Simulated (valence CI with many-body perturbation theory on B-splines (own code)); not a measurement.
Forbidden lines of Zr XXXIV

Calculated by configuration interaction combined with many-body perturbation theory (CI+MBPT): five valence electrons over a frozen Dirac-Fock core [He], radial functions for each j: 11 s, 11 p, 10 d, 8 f, 5 g, 2 h, with the one-electron correlation potential Σ1, the two-electron term Σ2, the three-electron term Σ3, Breit, model QED; selected CI, second order for the rest, scaled by the run's own slope (own B-spline code, finite nucleus).

The last digits are not significant, and no measured levels were compared; by estimate large intervals hold to a few tenths of a per cent, small ones and those within an open d or f shell to about a per cent. Among the levels kept, up to 10000 cm⁻¹ of a level comes from second order outside the variational space, and about a tenth of that is noise between levels of different J, which matters for small intervals.

Lines 1 to 50 of 67 in falling wavelength, among levels below 2922.8 eV, chosen from the decays that carry over 1 % of a level's rate. Wavelengths and rates use the calculated energies. Electric multipoles are in the length gauge, E1 and E2 with the static RPA response of the core. Weak lines are less certain than strong ones. Lines between different terms over intervals too small for the method are left out, as are lines whose strength nearly cancels. The highest levels of a list are the least certain.

Levels are named by their leading jj configuration (3d3/2^4 stands for four electrons in 3d with j = 3/2), which in mixed levels can hold well under half, so a name can repeat and another be missing. Letters in brackets count levels of one name in rising energy.

| λ vac (nm) | Upper | Lower | Type | A (s⁻¹) | Branch % |
| --- | --- | --- | --- | --- | --- |
| 15.85 | (2s^2 2p3/2^3) J=3/2 | (2s^2 2p1/2 2p3/2^2) J=1/2 | M1 | 1.28e+06 | 9.1 |
| 15.85 | (2s^2 2p1/2 2p3/2^2) J=3/2 | (2s^2 2p1/2^2 2p3/2) J=3/2 | M1 | 5.36e+06 | 100.0 |
| 13.31 | (2s^2 2p1/2 2p3/2^2) J=5/2 | (2s^2 2p1/2^2 2p3/2) J=3/2 | M1 | 9.71e+05 | 98.8 |
| 12.69 | (2s^2 2p3/2^3) J=3/2 | (2s^2 2p1/2 2p3/2^2) J=5/2 | M1 | 2.32e+06 | 16.5 |
| 11.01 | (2s^2 2p3/2^3) J=3/2 | (2s^2 2p1/2 2p3/2^2) J=3/2 | M1 | 1.04e+07 | 73.6 |
| 11.01 | (2s^2 2p1/2 2p3/2^2) J=1/2 | (2s^2 2p1/2^2 2p3/2) J=3/2 | M1 | 5.35e+06 | 99.7 |
| 0.5485 | (2s^2 2p1/2 2p3/2 3d5/2) J=9/2 | (2s 2p1/2 2p3/2^3) J=5/2 | E2 | 1.95e+08 | 2.8 |
| 0.5277 | (2s^2 2p3/2^2 3d5/2) J=9/2 | (2s 2p1/2 2p3/2^3) J=5/2 | E2 | 2.07e+08 | 2.9 |
| 0.5173 | (2s^2 2p1/2 2p3/2 3p1/2) J=3/2 [a] | (2s^2 2p1/2 2p3/2^2) J=1/2 | E2 | 4.92e+09 | 4.9 |
| 0.5154 | (2s^2 2p1/2 2p3/2 3p1/2) J=5/2 | (2s^2 2p1/2 2p3/2^2) J=1/2 | E2 | 8.03e+09 | 6.5 |
| 0.5140 | (2s^2 2p1/2 2p3/2 3p1/2) J=1/2 | (2s^2 2p1/2 2p3/2^2) J=5/2 | E2 | 1.31e+10 | 11.1 |
| 0.5132 | (2s 2p1/2 2p3/2^2 3p3/2) J=9/2 | (2s 2p1/2 2p3/2^3) J=5/2 | E2 | 4.90e+09 | 6.6 |
| 0.5113 | (2s^2 2p3/2^2 3p1/2) J=3/2 | (2s^2 2p3/2^3) J=3/2 | E2 | 1.15e+10 | 1.8 |
| 0.5112 | (2s^2 2p1/2 2p3/2 3p1/2) J=5/2 | (2s^2 2p1/2 2p3/2^2) J=5/2 | E2 | 2.89e+10 | 23.4 |
| 0.5111 | (2s^2 2p1/2^2 3p1/2) J=1/2 | (2s^2 2p1/2^2 2p3/2) J=3/2 | E2 | 4.97e+10 | 37.5 |
| 0.5109 | (2s^2 2p1/2 2p3/2 3p1/2) J=1/2 | (2s^2 2p1/2 2p3/2^2) J=3/2 | E2 | 1.88e+10 | 15.9 |
| 0.5108 | (2s^2 2p1/2 2p3/2 3p3/2) J=3/2 [a] | (2s^2 2p1/2 2p3/2^2) J=1/2 | E2 | 3.49e+09 | 1.7 |
| 0.5106 | (2s^2 2p3/2^2 3p1/2) J=5/2 | (2s^2 2p3/2^3) J=3/2 | E2 | 3.31e+10 | 14.6 |
| 0.5104 | (2s 2p1/2^2 2p3/2 3p3/2) J=7/2 | (2s 2p1/2^2 2p3/2^2) J=5/2 | E2 | 9.04e+09 | 1.9 |
| 0.5099 | (2s^2 2p1/2 2p3/2 3p1/2) J=3/2 [a] | (2s^2 2p1/2 2p3/2^2) J=3/2 | E2 | 3.30e+10 | 32.6 |
| 0.5087 | (2s^2 2p1/2 2p3/2 3p3/2) J=3/2 [b] | (2s^2 2p1/2 2p3/2^2) J=1/2 | E2 | 1.11e+10 | 1.2 |
| 0.5083 | (2s^2 2p1/2 2p3/2 3p3/2) J=5/2 [a] | (2s^2 2p1/2 2p3/2^2) J=5/2 | E2 | 4.58e+09 | 2.3 |
| 0.5081 | (2s^2 2p1/2 2p3/2 3p1/2) J=5/2 | (2s^2 2p1/2 2p3/2^2) J=3/2 | E2 | 7.34e+09 | 5.9 |
| 0.5081 | (2s^2 2p1/2 2p3/2 3p1/2) J=3/2 [b] | (2s^2 2p1/2 2p3/2^2) J=5/2 | E2 | 3.13e+10 | 3.8 |
| 0.5078 | (2s^2 2p3/2^2 3p3/2) J=5/2 | (2s^2 2p3/2^3) J=3/2 | E2 | 1.60e+10 | 8.1 |
| 0.5077 | (2s^2 2p1/2 2p3/2 3p3/2) J=1/2 [a] | (2s^2 2p1/2 2p3/2^2) J=5/2 | E2 | 4.29e+09 | 2.6 |
| 0.5076 | (2s^2 2p3/2^2 3p3/2) J=7/2 | (2s^2 2p3/2^3) J=3/2 | E2 | 8.27e+09 | 5.3 |
| 0.5073 | (2s^2 2p1/2 2p3/2 3p3/2) J=5/2 [b] | (2s^2 2p1/2 2p3/2^2) J=1/2 | E2 | 1.26e+10 | 2.8 |
| 0.5067 | (2s^2 2p1/2 2p3/2 3p3/2) J=3/2 [a] | (2s^2 2p1/2 2p3/2^2) J=5/2 | E2 | 2.98e+09 | 1.5 |
| 0.5057 | (2s^2 2p1/2 2p3/2 3p3/2) J=7/2 | (2s^2 2p1/2 2p3/2^2) J=5/2 | E2 | 1.52e+10 | 15.3 |
| 0.5052 | (2s^2 2p1/2 2p3/2 3p3/2) J=5/2 [a] | (2s^2 2p1/2 2p3/2^2) J=3/2 | E2 | 1.23e+10 | 6.3 |
| 0.5049 | (2s^2 2p3/2^2 3p1/2) J=1/2 | (2s^2 2p3/2^3) J=3/2 | E2 | 1.33e+10 | 4.5 |
| 0.5046 | (2s^2 2p1/2 2p3/2 3p3/2) J=1/2 [a] | (2s^2 2p1/2 2p3/2^2) J=3/2 | E2 | 1.86e+10 | 11.2 |
| 0.5045 | (2s^2 2p1/2^2 3p3/2) J=3/2 | (2s^2 2p1/2^2 2p3/2) J=3/2 | E2 | 2.62e+10 | 14.1 |
| 0.5036 | (2s^2 2p1/2 2p3/2 3p3/2) J=3/2 [a] | (2s^2 2p1/2 2p3/2^2) J=3/2 | E2 | 9.63e+09 | 4.7 |
| 0.5027 | (2s^2 2p1/2 2p3/2 3p3/2) J=7/2 | (2s^2 2p1/2 2p3/2^2) J=3/2 | E2 | 1.65e+09 | 1.7 |
| 0.5026 | (2s^2 2p3/2^2 3p3/2) J=3/2 [a] | (2s^2 2p3/2^3) J=3/2 | E2 | 3.46e+10 | 2.7 |
| 0.5022 | (2s^2 2p3/2^2 3d5/2) J=9/2 | (2s 2p1/2^2 2p3/2^2) J=5/2 | E2 | 3.05e+08 | 4.3 |
| 0.5014 | (2s^2 2p1/2 2p3/2 3p3/2) J=1/2 [b] | (2s^2 2p1/2 2p3/2^2) J=5/2 | E2 | 4.29e+10 | 5.4 |
| 0.4993 | (2s 2p1/2^2 2p3/2 3d5/2) J=9/2 | (2s 2p1/2^2 2p3/2^2) J=5/2 | M2 | 4.34e+08 | 5.1 |
| 0.4984 | (2s^2 2p1/2 2p3/2 3p3/2) J=1/2 [b] | (2s^2 2p1/2 2p3/2^2) J=3/2 | E2 | 2.06e+10 | 2.6 |
| 0.4941 | (2s^2 2p1/2 2p3/2 3d5/2) J=9/2 | (2s^2 2p1/2 2p3/2^2) J=5/2 | M2 | 4.16e+08 | 5.9 |
| 0.4904 | (2s 2p3/2^3 3p3/2) J=7/2 | (2s 2p1/2 2p3/2^3) J=5/2 | E2 | 1.68e+10 | 1.2 |
| 0.4896 | (2s^2 2p1/2 2p3/2 3p3/2) J=5/2 [a] | (2s^2 2p1/2^2 2p3/2) J=3/2 | E2 | 8.13e+09 | 4.1 |
| 0.4890 | (2s 2p1/2 2p3/2^2 3p3/2) J=9/2 | (2s 2p1/2^2 2p3/2^2) J=5/2 | E2 | 3.04e+10 | 41.2 |
| 0.4890 | (2s^2 2p1/2 2p3/2 3p3/2) J=1/2 [a] | (2s^2 2p1/2^2 2p3/2) J=3/2 | E2 | 7.25e+09 | 4.4 |
| 0.4882 | (2s^2 2p3/2^2 3p3/2) J=5/2 | (2s^2 2p1/2 2p3/2^2) J=5/2 | E2 | 1.64e+10 | 8.4 |
| 0.4881 | (2s^2 2p1/2 2p3/2 3p3/2) J=3/2 [a] | (2s^2 2p1/2^2 2p3/2) J=3/2 | E2 | 1.78e+10 | 8.8 |
| 0.4880 | (2s^2 2p3/2^2 3p3/2) J=7/2 | (2s^2 2p1/2 2p3/2^2) J=5/2 | E2 | 1.44e+10 | 9.3 |
| 0.4872 | (2s^2 2p1/2 2p3/2 3p3/2) J=7/2 | (2s^2 2p1/2^2 2p3/2) J=3/2 | E2 | 2.54e+10 | 25.4 |
